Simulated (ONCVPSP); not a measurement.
# Which change was made? (Zn, ONCV)

```json
{
 "Element": "zinc",
 "Generator": "ONCVPSP 4.0.1",
 "Type": "optimised norm-conserving Vanderbilt (ONCV)",
 "Functional": "PBE",
 "Relativity": "scalar-relativistic",
 "Frozen core": "[Ar]",
 "Valence charge": "12",
 "Reference configuration": "3d10 4s2",
 "Partial waves": "4s: rc 1.80 bohr, ncon 4, nbas 7, qcut 3 1/bohr, 2 projectors, debl 1.7 Ha; p scattering state at 0.18 Ha: rc 1.75 bohr, ncon 3, nbas 8, qcut 3.7 1/bohr, 1 projector; 3d: rc 0.80 bohr, ncon 3, nbas 7, qcut 23.3 1/bohr, 2 projectors, debl 2.5 Ha",
 "Local potential": "polynomial inside 0.55 bohr (lpopt 3, dvloc0 0 Ha)",
 "Core correction": "none"
}
```

Cutoffs, loose and tight: the cutoffs (Ha) at which the residual kinetic energy of the hardest occupied pseudo-wave falls to 1 and 0.1 mHa per electron. They do not see the model core or the augmentation charge, which bear on the density cutoff. Test errors are all-electron minus pseudo excitation energies from the reference, over the configurations 3d10 4s1; 3d10 4s0; 3d9 4s0; 3d8 4s0; variants that change the core or the reference have their own tests.

The base gives: outcome: generated; cutoff, loose: 168 Ha; cutoff, tight: 193 Ha; bound ghosts: s, p; GHOST(+) flags above zero: none; largest test error (meV): +148.

**Question.** After one change the result is: outcome: generated, projector energies reset by the program; cutoff, loose: 168 Ha; cutoff, tight: 193 Ha; bound ghosts: s, p; GHOST(+) flags above zero: none; largest test error (meV): +148. Which change was it?
A. core [Ne], valence charge 20; reference 3s2 3p6 3d10 4s1.5; waves now 3s+4s: rc 1.35 bohr, ncon 4, nbas 7, qcut 11.5 1/bohr, 2 projectors; 3p: rc 0.80 bohr, ncon 4, nbas 8, qcut 18.7 1/bohr, 2 projectors, debl 0.4 Ha; 3d: rc 0.90 bohr, ncon 4, nbas 7, qcut 15.5 1/bohr, 2 projectors, debl 2.4 Ha; local potential polynomial inside 0.60 bohr (lpopt 3, dvloc0 2 Ha)
B. p: rc 2.18
C. core correction Teter function, fcfact 5.5, rcfact 1.15
D. reference 3d10 4s1
E. all radii scaled by about 1.29 (s 2.32, p 2.26, d 1.04 bohr); local potential polynomial inside 0.72 bohr (lpopt 3, dvloc0 0 Ha)

**Answer.** B. The others give: reference 3d10 4s1 → outcome: generated, projector energies reset by the program; cutoff, loose: 169 Ha; cutoff, tight: 195 Ha; bound ghosts: s, p; GHOST(+) flags above zero: none; largest test error (meV): -187 | core correction Teter function, fcfact 5.5, rcfact 1.15 → outcome: generated; cutoff, loose: 168 Ha; cutoff, tight: 193 Ha; bound ghosts: s, p; GHOST(+) flags above zero: none; largest test error (meV): -225 | all radii scaled by about 1.29 (s 2.32, p 2.26, d 1.04 bohr); local potential polynomial inside 0.72 bohr (lpopt 3, dvloc0 0 Ha) → outcome: generated, projector energies reset by the program; cutoff, loose: 112 Ha; cutoff, tight: 128 Ha; bound ghosts: s, p; GHOST(+) flags above zero: none; largest test error (meV): -354 | core [Ne], valence charge 20; reference 3s2 3p6 3d10 4s1.5; waves now 3s+4s: rc 1.35 bohr, ncon 4, nbas 7, qcut 11.5 1/bohr, 2 projectors; 3p: rc 0.80 bohr, ncon 4, nbas 8, qcut 18.7 1/bohr, 2 projectors, debl 0.4 Ha; 3d: rc 0.90 bohr, ncon 4, nbas 7, qcut 15.5 1/bohr, 2 projectors, debl 2.4 Ha; local potential polynomial inside 0.60 bohr (lpopt 3, dvloc0 2 Ha) → outcome: generated, projector energies reset by the program; cutoff, loose: 106 Ha; cutoff, tight: 125 Ha; bound ghosts: none; GHOST(+) flags above zero: none; largest test error (meV): +0.5.
